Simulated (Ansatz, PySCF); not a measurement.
Energy difference R1 + 2 R2 → P1 + P2, each structure at its B3LYP-D3(BJ)/def2-TZVP stationary point, reached from a drawn start (curvature not checked).
P1: GaH3O3 (SMILES [OH][Ga]([OH])[OH]), charge 0, multiplicity 1.
R1, GaHO (SMILES [OH][Ga]) (charge 0, multiplicity 1):
```xyz
3

Ga     0.324    -0.185    -1.390
O      0.176    -0.115     0.423
H     -0.500     0.300     0.967
```
P2: H2 (SMILES [H][H]), charge 0, multiplicity 1.
R2, H2O (SMILES O) (charge 0, multiplicity 1):
```xyz
3

O      0.0000     0.0000     0.3896
H      0.0000     0.7650    -0.1949
H      0.0000    -0.7650    -0.1949
```

P less R. No zero-point or thermal terms; no spin–orbit coupling. One arrangement of each flexible species, with no search for the lowest.

Cores are frozen in the correlated methods. In cc and def2 sets filled d and f shells under p-block atoms count as core.

Codes used: Ansatz (a quantum-chemistry and plane-wave program) with Gaussian orbitals; PySCF for the D3/D4 terms. Each number belongs to the level named beside it.

Task: One of these levels gives -24.11 kcal/mol for the reaction energy. Name it.
A) MP2/cc-pVDZ
B) HF/cc-pVQZ
C) B2PLYP-D3(BJ)/def2-TZVPP

Result: C, B2PLYP-D3(BJ)/def2-TZVPP. The others give -21.15 (HF/cc-pVQZ), -32.71 (MP2/cc-pVDZ)
